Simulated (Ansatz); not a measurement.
`C[SiH](S)CF`. Total charge 0; spin multiplicity 1. The structure was optimised at the PBE0-D4/def2-TZVP level. It is one conformer, not always the lowest.

```xyz
12

C    -1.565   -0.411    0.079
Si    0.211   -0.225    0.602
S     1.384   -1.983    0.246
C     1.014    1.219   -0.326
F     0.244    2.372   -0.173
H    -2.056   -1.204    0.644
H    -1.636   -0.652   -0.985
H    -2.102    0.526    0.250
H     0.332   -0.002    2.065
H     1.057   -2.069   -1.056
H     2.021    1.423    0.051
H     1.096    1.005   -1.398
```

(1) What is the dipole moment at PBE/def2-TZVPP? (Estimate.)

(2) And with r2SCAN, B3LYP, ωB97M-V? (An estimate is asked.)

(3) Give the Mulliken charges with PBE, ωB97M-V, r2SCAN in def2-TZVPP. (Best estimate.)

Results:

(1) Ansatz gave: 1.28 D, with components (-0.50, -0.56, -1.03) D in this frame, pointing from negative to positive charge.

(2) Ansatz gave: r2SCAN 1.33 D, B3LYP 1.28 D, ωB97M-V 1.30 D.

(3) Ansatz gave: 
| atom | PBE | ωB97M-V | r2SCAN |
| --- | --- | --- | --- |
| C1 | -0.36 | -0.43 | -0.29 |
| Si2 | 0.29 | 0.31 | 0.39 |
| S3 | -0.27 | -0.26 | -0.29 |
| C4 | -0.01 | -0.06 | 0.06 |
| F5 | -0.21 | -0.24 | -0.25 |
| H6 | 0.12 | 0.13 | 0.09 |
| H7 | 0.10 | 0.11 | 0.07 |
| H8 | 0.12 | 0.13 | 0.10 |
| H9 | -0.06 | -0.02 | -0.08 |
| H10 | 0.11 | 0.11 | 0.10 |
| H11 | 0.10 | 0.12 | 0.07 |
| H12 | 0.08 | 0.10 | 0.05 |

B3LYP here is the variant with VWN-RPA as its local correlation; programs differ in this.
